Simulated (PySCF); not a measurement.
PySCF calculation with PBE0/pcSseg-1 with gauge-including orbitals and GFN2-xTB geometry; a single conformation, non-relativistic, no solvent, rapidly exchanging positions averaged.

Shifts are taken against calculated references (same method and geometry level): $^{1}$H (σ = 31.72 ppm), $^{13}$C (σ = 186.93 ppm) against TMS. Shifts are as computed. Against solution values, carbons near 30 ppm lie about +3 ppm off and those near 130 ppm about +5 ppm; carbons on Cl a further +6 ppm. Of 1211 compounds with measured shifts, 218 miss one by over three times the rms of a fit or turn the order of signals round; such compounds aren't used in these exercises. Carbons bonded to Cl come out too deshielded.

(1) Order these molecules by the shift of their most shielded carbon, lowest δ first.
A. C[Si@@H](P)C#Cc1ccco1
B. N#C/C(CF)=N\[SiH3]
C. CC(=O)c1ccc(C(=O)Cl)o1
D. Fc1ccn([SiH3])n1

(2) How many $^{13}$C and $^{1}$H signals does each give (equivalence by symmetry and fast rotation, but not about amide C–N or C=N bonds)? `C[Si@@H](P)C#Cc1ccco1`, `Fc1ccn([SiH3])n1`, `CC(=O)c1ccc(C(=O)Cl)o1`, `N#C/C(CF)=N\[SiH3]`

## Answers

(1) A (-1.7 ppm, methyl carbon bonded to Si), C (29.5 ppm, methyl carbon α to a carbonyl), B (90.6 ppm, sp3 CH2 bonded to F), D (99.4 ppm, aromatic CH).

(2) C[Si@@H](P)C#Cc1ccco1: 7 C, 6 H; Fc1ccn([SiH3])n1: 3 C, 3 H; CC(=O)c1ccc(C(=O)Cl)o1: 7 C, 3 H; N#C/C(CF)=N\[SiH3]: 3 C, 2 H.
